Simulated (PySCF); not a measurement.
Zr(Cl)3(OH) (Cl3HOZr), SMILES [OH][Zr]([Cl])([Cl])[Cl], multiplicity 1.

Geometry optimised at PBE0-D3(BJ)/def2-SVP. The multiplicity is an assumed one; no other spin state was optimised. The isomer is the one that the SMILES or the coordinates give; other isomers of the formula were not compared. The def2 effective core potentials stand for the cores of Zr; spin–orbit coupling is left out. Other conformers were not sampled.

Method: TDA-CAM-B3LYP/def2-SVPD in PySCF.

Vertical excitations; the highest root listed may be one member of a degenerate set. Gas-phase values at a fixed geometry. State labels are in the subgroup Cs.

```json
[
 {"state": "S1", "symmetry": "A\"", "energy (eV)": "6.13", "λ (nm)": "202", "f": "0.000", "main pairs": "HOMO−2→LUMO 48 %, HOMO−1→LUMO+1 48 %"},
 {"state": "S2", "symmetry": "A'", "energy (eV)": "6.15", "λ (nm)": "201", "f": "0.003", "main pairs": "HOMO→LUMO, HOMO−2→LUMO+1, HOMO−1→LUMO (degenerate set)"},
 {"state": "S3", "symmetry": "A\"", "energy (eV)": "6.15", "λ (nm)": "201", "f": "0.003", "main pairs": "HOMO→LUMO+1, HOMO−1→LUMO+1, HOMO−2→LUMO (degenerate set)"},
 {"state": "S4", "symmetry": "A'", "energy (eV)": "6.33", "λ (nm)": "196", "f": "0.004", "main pairs": "HOMO−1→LUMO 47 %, HOMO−2→LUMO+1 47 %"},
 {"state": "S5", "symmetry": "A'", "energy (eV)": "6.36", "λ (nm)": "195", "f": "0.036", "main pairs": "HOMO→LUMO, HOMO−3→LUMO+1, HOMO−2→LUMO+1, HOMO−1→LUMO (degenerate set)"},
 {"state": "S6", "symmetry": "A\"", "energy (eV)": "6.36", "λ (nm)": "195", "f": "0.036", "main pairs": "HOMO→LUMO+1, HOMO−3→LUMO, HOMO−1→LUMO+1, HOMO−2→LUMO (degenerate set)"},
 {"state": "S7", "symmetry": "A\"", "energy (eV)": "6.69", "λ (nm)": "185", "f": "0.000", "main pairs": "HOMO−4→LUMO 39 %, HOMO−5→LUMO+1 39 %, HOMO→LUMO+2 14 %"},
 {"state": "S8", "symmetry": "A'", "energy (eV)": "6.72", "λ (nm)": "184", "f": "0.009", "main pairs": "HOMO−5→LUMO, HOMO−4→LUMO+1, HOMO−3→LUMO+1, HOMO→LUMO+3 (degenerate set)"},
 {"state": "S9", "symmetry": "A\"", "energy (eV)": "6.72", "λ (nm)": "184", "f": "0.009", "main pairs": "HOMO−5→LUMO+1, HOMO−4→LUMO, HOMO−3→LUMO, HOMO→LUMO+4 (degenerate set)"},
 {"state": "S10", "symmetry": "A'", "energy (eV)": "6.93", "λ (nm)": "179", "f": "0.039", "main pairs": "HOMO−3→LUMO+1 40 %, HOMO−5→LUMO 9 %, HOMO−4→LUMO+1 9 %, HOMO−2→LUMO+2 9 %"},
 {"state": "T1", "symmetry": "A'", "energy (eV)": "5.78", "λ (nm)": "215", "f": "0", "main pairs": "HOMO→LUMO (degenerate set)"},
 {"state": "T2", "symmetry": "A\"", "energy (eV)": "5.78", "λ (nm)": "215", "f": "0", "main pairs": "HOMO→LUMO+1 (degenerate set)"},
 {"state": "T3", "symmetry": "A\"", "energy (eV)": "5.97", "λ (nm)": "208", "f": "0", "main pairs": "HOMO−2→LUMO 48 %, HOMO−1→LUMO+1 48 %"},
 {"state": "T4", "symmetry": "A'", "energy (eV)": "6.09", "λ (nm)": "203", "f": "0", "main pairs": "HOMO−2→LUMO+1 37 %, HOMO−1→LUMO 37 %, HOMO→LUMO 15 %"}
]
```
Triplets are in the Tamm–Dancoff approximation.
